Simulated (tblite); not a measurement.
Species: C7H15F.
Structure used (GFN2-xTB), in Å, numbered top down from 1:
```
atom  x, y, z in Å
C1     2.356   -0.903   -0.754
C2     1.241    0.091   -0.425
C3     1.710    1.072    0.645
C4    -0.010   -0.680    0.018
F5    -0.391   -1.509   -1.028
C6    -1.223    0.169    0.424
C7    -1.697    1.062   -0.721
C8    -2.354   -0.753    0.882
H9     2.015   -1.623   -1.494
H10    3.222   -0.382   -1.153
H11    2.659   -1.444    0.140
H12    0.992    0.639   -1.338
H13    2.656    1.516    0.345
H14    1.860    0.559    1.593
H15    0.994    1.875    0.794
H16    0.252   -1.358    0.843
H17   -0.921    0.792    1.271
H18   -1.891    0.460   -1.606
H19   -2.616    1.570   -0.441
H20   -0.954    1.816   -0.967
H21   -2.034   -1.365    1.723
H22   -3.217   -0.168    1.191
H23   -2.654   -1.411    0.071
```

Computed values, GFN2-xTB/tblite, gas phase, harmonic and unscaled. Against measured fundamentals such values can be off by several per cent, at times by over 20. One conformer, not necessarily the lowest.

Harmonic wavenumbers (cm⁻¹): 66.1, 80.0, 170.6, 204.6, 212.7, 215.3, 226.1, 268.1, 276.9, 313.3, 380.4, 423.1, 442.1, 482.4, 624.2, 835.2, 909.1, 949.6, 951.5, 956.0, 982.5, 989.3, 997.8, 1020.3, 1108.5, 1128.5, 1158.5, 1177.1, 1183.5, 1193.2, 1264.5, 1285.2, 1306.7, 1317.4, 1329.5, 1349.7, 1406.2, 1411.9, 1421.9, 1423.5, 1493.5, 1496.1, 1497.2, 1500.0, 1504.2, 1505.8, 1509.0, 1512.2, 2886.6, 2953.5, 2957.3, 3025.2, 3028.2, 3030.2, 3033.4, 3034.0, 3039.0, 3039.8, 3041.2, 3045.1, 3046.8, 3049.0, 3051.9.

A = 2877, B = 1372, C = 1161 MHz; mass 118.116 u (most abundant isotopes); point group C1, symmetry number 1.

Zero-point energy?

Half the sum of the wavenumbers: 45361 cm⁻¹ = 129.69 kcal/mol.

What is S at 298.15 K and 1 bar for an ideal gas of classical rigid rotors and harmonic oscillators?

Translation 40.24, rotation 28.64, vibration 28.61: S = 97.5 cal/(mol K).

And Cp and H(298.15 K) − H(0)?

Cp = 39.88 cal/(mol K), of which vibrations give 31.94 (their classical limit is 63 R = 125.2); H(298.15 K) − H(0) = 7.12 kcal/mol without the zero-point energy, 4.76 from vibrations.

What must be added to the electronic energy to get the Gibbs energy at 298.15 K and 1 bar?

ZPE + [H(298.15 K) − H(0)] − T·S = 129.69 + 7.12 − 29.07 = 107.74 kcal/mol.

Which modes carry the vibrational entropy at 298.15 K?

66.1 cm⁻¹: 4.27; 80.0 cm⁻¹: 3.89; 170.6 cm⁻¹: 2.43; 204.6 cm⁻¹: 2.09; 212.7 cm⁻¹: 2.02; 215.3 cm⁻¹: 2.00 cal/(mol K); the other 57 give 11.92 together.

How do the functions run with temperature in this model?

```json
{"T (K)": "50", "S (cal/(mol K))": "56.6", "Cp (cal/(mol K))": "11.9", "H − H(0) (kcal/mol)": "0.47", "G − H(0) (kcal/mol)": "-2.37", "ln q(vib)": "0.28"}
{"T (K)": "100", "S (cal/(mol K))": "67.0", "Cp (cal/(mol K))": "19.0", "H − H(0) (kcal/mol)": "1.24", "G − H(0) (kcal/mol)": "-5.46", "ln q(vib)": "1.21"}
{"T (K)": "373.15", "S (cal/(mol K))": "107.3", "Cp (cal/(mol K))": "48.2", "H − H(0) (kcal/mol)": "10.43", "G − H(0) (kcal/mol)": "-29.63", "ln q(vib)": "8.39"}
{"T (K)": "500", "S (cal/(mol K))": "123.4", "Cp (cal/(mol K))": "61.5", "H − H(0) (kcal/mol)": "17.41", "G − H(0) (kcal/mol)": "-44.27", "ln q(vib)": "11.82"}
{"T (K)": "750", "S (cal/(mol K))": "152.4", "Cp (cal/(mol K))": "81.5", "H − H(0) (kcal/mol)": "35.46", "G − H(0) (kcal/mol)": "-78.81", "ln q(vib)": "18.52"}
{"T (K)": "1000", "S (cal/(mol K))": "177.8", "Cp (cal/(mol K))": "95.1", "H − H(0) (kcal/mol)": "57.64", "G − H(0) (kcal/mol)": "-120.14", "ln q(vib)": "24.96"}
```

q(vib) and H(0) count from the zero-point level.

Hindered rotation and anharmonicity are outside this model. Other conformers, if any are populated, would add a mixing term that is left out. The structure is chiral; the term R ln 2 for an equal mix with its mirror image is left out.
